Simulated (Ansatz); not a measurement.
`C[O][Sn]([Cl])([Cl])[Cl]` + H₂ → `[Cl][SnH]([Cl])[Cl]` + CH₃OH  (hydrogenolysis of the Sn–O bond)

Calculated with Ansatz (gas phase, PBE0-D4/def2-TZVP geometries, no zero-point term in ΔE). CCSD(T)/CBS adds triple-zeta CCSD(T) − MP2 to the extrapolated MP2 energy (def2 sets, frozen cores). This one scheme is used for every species. DFT in def2-TZVPP. B3LYP here is the variant with VWN-RPA as its local correlation; programs differ in this. HSE06 is defined as in plane-wave codes. Elements past krypton have def2 core potentials. For Sn outer-core shells are correlated without core-valence functions, which leaves a few kJ/mol of doubt a bond. One conformer a species, not always the lowest.

Task: Is it downhill or uphill in electronic energy at CCSD(T)/CBS, and by how much? (An estimate is asked.)

Result: Ansatz gave: Uphill: ΔE = +4.8 kJ/mol.

Task: What do these levels give: LDA (SPW92), BLYP-D4, PBE0-D4, r2SCAN0-D4, HSE06-D4, ωB97X-V, ωB97M-V, B3LYP, MP2/def2-SVP, HF/def2-QZVPP, MP2/def2-QZVPP, HF/CBS(def2)? (Best estimate.)

Result: Computed: LDA (SPW92) -10.7, BLYP-D4 10.3, PBE0-D4 -9.1, r2SCAN0-D4 -6.3, HSE06-D4 -9.3, ωB97X-V -2.9, ωB97M-V -4.7, B3LYP -12.2, MP2/def2-SVP 5.2, HF/def2-QZVPP -24.3, MP2/def2-QZVPP 11.2, HF/CBS(def2) -24.1 kJ/mol.

Largest T1 diagnostic among the species: 0.012.

From PBE to PBE0 (25 % exact exchange), in def2-TZVPP and without D4, ΔE moves by −8.7 kJ/mol. In def2-TZVPP, CCSD(T) changes the Hartree–Fock value by +26.3 kJ/mol (the triples alone add +7.6 kJ/mol) and MP2 by +34.1 kJ/mol. The D4 term adds +12.9 kJ/mol with B3LYP and +7.5 kJ/mol with PBE0; it sums over pairs of atoms, weighted by their polarisabilities, and B3LYP, whose exchange is more repulsive, gets the larger term.
